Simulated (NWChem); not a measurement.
System: C2H5BO2; SMILES BOC(=O)C

NWChem input:

```
start job
memory heap 200 mb stack 900 mb global 1100 mb
geometry units angstroms
  B     -1.431560     1.260394     0.490187
  H     -1.045530     1.504856     1.572128
  H     -2.398676     1.731541     0.031119
  O     -0.808692     0.365692    -0.292942
  C      0.389085    -0.227157    -0.049896
  C      0.441784    -1.615144    -0.623570
  O      1.285475     0.330154     0.511478
  H      1.410664    -2.062756    -0.424669
  H      0.267564    -1.564556    -1.696322
  H     -0.348201    -2.220276    -0.183744
end
basis spherical
  * library 6-31g*
end
dft
  xc b3lyp
  iterations 150
end
driver
  maxiter 120
end
task dft optimize
task dft freq
```

The level has its own optimisation; frequencies are unscaled. Brackets give each atom's bonded neighbours.

Question: Give the results of this calculation. (B3LYP/6-31G* (spherical d).) Quantities: r B–H (Å); r B–O (Å); r C–O [C(COO)–O(BC)] (Å); r C–C (Å); highest harmonic frequency (cm⁻¹); lowest (cm⁻¹); zero-point energy (kcal/mol); dipole (D).

Answer: 
| Item | Result |
|---|---|
| r B–H (Å) | 1.193 |
| r B–O (Å) | 1.370 |
| r C–O [C(COO)–O(BC)] (Å) | 1.392 |
| r C–C (Å) | 1.506 |
| highest harmonic frequency (cm⁻¹) | 3186 |
| lowest (cm⁻¹) | 85 |
| zero-point energy (kcal/mol) | 46.0 |
| dipole (D) | 2.23 |
